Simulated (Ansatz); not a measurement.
Two spin states of NiF, each at its own minimum; 2S+1 = 2, 4 were tried, and the measured ground state has 2. No spin–orbit coupling. Ni is treated without relativity.

Each state is the lowest solution found for its spin in def2 and cc sets.

Correlated levels freeze the inner cores; with def2 sets outer-core shells near the valence are correlated too.

Programs: Ansatz (a quantum-chemistry and plane-wave program) with Gaussian orbitals. Values without a source in brackets are computed.

PBE/def2-TZVPP gives 102.3 kJ/mol for the energy of the multiplicity-4 state above the multiplicity-2 state.

Q: Where do these levels fall relative to PBE: PBE0/def2-TZVPP, wB97X-V/def2-TZVPP, CCSD(T)/def2-TZVPP.

A: PBE0/def2-TZVPP -38.2; wB97X-V/def2-TZVPP -3.6; CCSD(T)/def2-TZVPP -34.4 kJ/mol. 0 of 3 lie above PBE; the widest gap is to PBE0/def2-TZVPP.
